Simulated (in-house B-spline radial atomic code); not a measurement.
Results of a calculation; reference values are marked as such.
# Hot electrons crossing n-type InAs, n = 1.2e17 cm⁻³: losses to the electron gas

For InAs the NSM archive of the Ioffe Institute lists m* = 0.023 m0, ε = 15.15 and an optical phonon energy of 30 meV.

The electrons form a uniform gas at zero temperature with Lindhard's dielectric function (RPA). An added electron of energy E, from the band bottom, collides once per mean free path λ, with 1/λ = (1/πE) ∫dω ∫dq/q Im(−1/ε(q, ω)), in atomic (or effective) units, with ω up to E − E_F and q between √(2E) ∓ √(2(E − ω)); electron-hole pairs and the plasmon pole are integrated apart. No exchange between the two electrons. One parabolic band and the static dielectric constant; phonons, their coupling to plasmons and impurity scattering are left out.

**Question.** Find the scales.

**Answer.** a* = 34.86 nm and Ha* = 2.727 meV, and this density means r_s = 0.361. k_F = 1.91916/r_s = 5.3162, so E_F = 38.5 meV, and the zero-temperature picture needs T well below 450 K. ω_p = √(3/r_s³) = 7.985 Ha* = 21.8 meV, 0.73 times the phonon energy, so the two modes mix strongly and this plasmon is only a guide. Plasmon emission opens at E − E_F = 34.2 meV.

```csv
E − E_F (meV),λ (nm),share of plasmon losses,lifetime (fs)
13.5,2800,0.00,3130
19.3,1720,0.00,1820
28.9,989,0.00,974
38.5,474,0.21,437
50.1,352,0.29,302
```

**Question.** Electrons are injected 28.9 meV above E_F into a base 80 nm thick. What share crosses without exciting the gas, and how long does the crossing take?

**Answer.** exp(−80/989) = 0.922. The speed is √(2E) = 7.033 in units of Ha* a*/ħ, or 1.02 nm/fs, so the transit takes 78.8 fs, against a lifetime of 974 fs. Optical phonons can't be emitted this near E_F; impurity scattering lowers the share further.
